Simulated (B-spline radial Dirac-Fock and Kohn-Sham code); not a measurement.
Magnetic form factor of the 4f shell of Ir²³⁺

System: Ir²³⁺, configuration [Kr] 4d10 4f8.

Model: configuration-average Dirac-Fock orbitals. Program: a radial finite-basis atomic code. ⟨j_K⟩ is the integral of the 4f radial density with the spherical Bessel function j_K(4πsr), s = sin θ/λ.

Hund's rules give S = 3, L = 3, J = 6 for 4f8, so g = 1.500, and the dipole approximation is F = ⟨j0⟩ + C₂⟨j2⟩ with C₂ = (2 − g)/g = 0.333.

```
s (Å⁻¹)     ⟨j0⟩    ⟨j2⟩    ⟨j4⟩    ⟨j6⟩  F (dipole)
      0   1.0000  0.0000  0.0000  0.0000      1.0000
   0.05   0.9957  0.0017  0.0000  0.0000      0.9963
    0.1   0.9829  0.0068  0.0000  0.0000      0.9852
   0.15   0.9620  0.0151  0.0001  0.0000      0.9670
    0.2   0.9334  0.0262  0.0003  0.0000      0.9422
   0.25   0.8980  0.0399  0.0007  0.0000      0.9113
    0.3   0.8565  0.0555  0.0014  0.0000      0.8750
   0.35   0.8099  0.0726  0.0025  0.0001      0.8341
    0.4   0.7594  0.0906  0.0041  0.0001      0.7896
   0.45   0.7058  0.1089  0.0062  0.0002      0.7422
    0.5   0.6504  0.1271  0.0089  0.0004      0.6928
    0.6   0.5379  0.1609  0.0163  0.0011      0.5916
    0.7   0.4290  0.1889  0.0262  0.0024      0.4919
    0.8   0.3290  0.2090  0.0381  0.0044      0.3986
    0.9   0.2413  0.2205  0.0511  0.0075      0.3148
      1   0.1677  0.2238  0.0644  0.0115      0.2422
    1.1   0.1081  0.2197  0.0771  0.0165      0.1814
    1.2   0.0618  0.2099  0.0884  0.0223      0.1317
    1.4   0.0022  0.1789  0.1048  0.0351      0.0619
    1.6  -0.0255  0.1421  0.1118  0.0477      0.0219
```

Radial moments of the shell: ⟨r²⟩ = 0.2338, ⟨r⁴⟩ = 0.09287, ⟨r⁶⟩ = 0.05653 in powers of bohr.

Values without a named source are computed, but for edge energies of neutral atoms, which are taken from tables.
